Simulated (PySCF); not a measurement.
C3H6OSi, SMILES [SiH3]C(C=C)=O.

Geometry optimised at ωB97X-D3(BJ)/def2-SVP. One conformer was computed; it need not be the lowest.

The numbers are results of PySCF with PBE/def2-TZVP, not measurements.

Symmetry labels are those of the subgroup Cs that the program uses (full group Cs).

Computed valence orbital energies around the gap with their symmetry:
| orbital | symmetry | energy (eV) |
|---|---|---|
| HOMO−7 | A' | -11.02 |
| HOMO−6 | A" | -10.22 |
| HOMO−5 | A' | -9.70 |
| HOMO−4 | A' | -9.24 |
| HOMO−3 | A' | -8.52 |
| HOMO−2 | A" | -8.49 |
| HOMO−1 | A" | -7.28 |
| HOMO | A' | -5.60 |
| LUMO | A" | -3.32 |
| LUMO+1 | A" | -0.26 |
| LUMO+2 | A' | -0.24 |
| LUMO+3 | A' | 0.47 |
